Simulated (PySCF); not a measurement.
# TDDFT excited states: C3GaN3S3

Species: Ga(NCS)3, C3GaN3S3.
Structure used (PBE0-D3(BJ)/def2-SVP), in Å, numbered top down from 1:
```
atom  x, y, z in Å
Ga1    0.0034    0.0011    0.0032
N2     1.7988   -0.0108    0.0318
C3     2.9959   -0.0371    0.0509
S4     4.5665   -0.0687    0.0761
N5    -0.8806    1.5631   -0.0301
C6    -1.4694    2.6056   -0.0539
S7    -2.2398    3.9746   -0.0861
N8    -0.9057   -1.5471    0.0040
C9    -1.4893   -2.5928    0.0044
S10   -2.2551   -3.9648    0.0041
```

Level of theory: TDDFT PBE0/def2-SVPD, vertical, gas phase, core orbitals frozen in the response (PySCF 2.14.0, density-fitted response routines). The PBE0/def2-SVPD calculation is non-relativistic and has no spin–orbit coupling, an omission that weighs most on gallium.

| state | E (eV) | ν̃ (cm⁻¹) | f | main configurations (H = HOMO, L = LUMO) |
| --- | --- | --- | --- | --- |
| S1 | 3.92 | 31620 | 0.0000 | H→L (96%) |
| S2 | 4.14 | 33350 | 0.0000 | H-3→L (94%) |
| S3 | 4.14 | 33410 | 0.0000 | H-4→L (94%) |
| S4 | 4.38 | 35310 | 0.236 | H-2/H-1→L (≥90%) |
| S5 | 4.38 | 35330 | 0.244 | H-2/H-1→L (≥90%) |
| S6 | 4.80 | 38730 | 0.0000 | H-5→L (83%) |
| S7 | 5.26 | 42400 | 0.0000 | H-2/H-1→L+2 (≥46%), H-2/H-1→L+3 (≥25%) |
| S8 | 5.37 | 43270 | 0.0000 | H-2/H-1→L+3 (≥23%), H-5→L+3 (23%), H-2/H-1→L+2 (≥19%) |
| S9 | 5.37 | 43300 | 0.0000 | H-5→L+2 (23%), H-2/H-1→L+3 (≥21%), H-2/H-1→L+2 (≥21%) |
| S10 | 5.63 | 45440 | 0.0059 | H→L+1 (96%) |
| S11 | 5.72 | 46170 | 0.0003 | H-2/H-1→L+1 (≥88%) |
| S12 | 5.73 | 46180 | 0.0004 | H-2/H-1→L+1 (≥87%) |
| S13 | 5.77 | 46540 | 0.360 | H→L+2 (44%) |
| S14 | 5.78 | 46600 | 0.356 | H→L+3 (41%), H-4→L+2 (8%) |

Triplets, Tamm–Dancoff:

```
state  E (eV)  λ (nm)  main configurations (H = HOMO, L = LUMO)
   T1    3.74   331.3                          H-2/H-1→L (≥85%)
   T2    3.74   331.3                          H-2/H-1→L (≥85%)
   T3    3.79   326.9                                 H→L (92%)
```

The lowest singlet lies at 3.92 eV (316 nm, ultraviolet) and is dark (f under 0.0005); its leading configuration is HOMO→LUMO (96%). The strongest level in the table is S13/S14 at 5.77 eV (215 nm, f = 0.717 summed). It is the last of those listed, so stronger ones may follow. S2/S3, S4/S5, S8/S9, S11/S12 and S13/S14 lie within about 0.01 eV of each other in each set. Löwdin shares by element: HOMO sulfur 58%, nitrogen 8% or more (atoms not listed hold the other 34%); LUMO gallium 32%, nitrogen 26% (atoms not listed hold the other 42%). The listed states span 1.86 eV, and the widest gap between neighbours is 0.46 eV (S6 to S7). Of the 14 states listed, 4 reach f = 0.01 and 9 stay under 0.0005. Weighted by f, the mean energy of these states is 5.22 eV. Orbitals of the list HOMO-3 to LUMO+2 that lie within 0.01 eV of each other are written together with a slash and their weights summed (≥ marks a lower bound); for degenerate orbitals outside that list single weights are arbitrary. The window holds the lowest 15 singlets. The highest level found (5.81 eV, f 0.0014 so far) is left out, since the window may have cut off a degenerate partner.
